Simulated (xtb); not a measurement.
CH3ClFNSi2, SMILES F[Si@]1(Cl)N=C[SiH2]1. All values are semi-empirical tight-binding results from xtb (GFN2-xTB unless named), good for trends rather than for accurate numbers. Coordinates come from a GFN2-xTB optimisation. The structure was generated by enumeration; whether it is a known compound was not checked.

orbital gap: 2.03 eV
dipole moment: 4.17 D
zero-point energy: 25.4 kcal/mol
G − E(el) at 298.15 K (modified RRHO): 4.6 kcal/mol
static polarisability (D4 model): 83.8 bohr³
solvation energy, GFN2-xTB/ALPB(water): -3.0 kcal/mol
solvation energy, GFN2-xTB/ALPB(ch2cl2): -5.1 kcal/mol
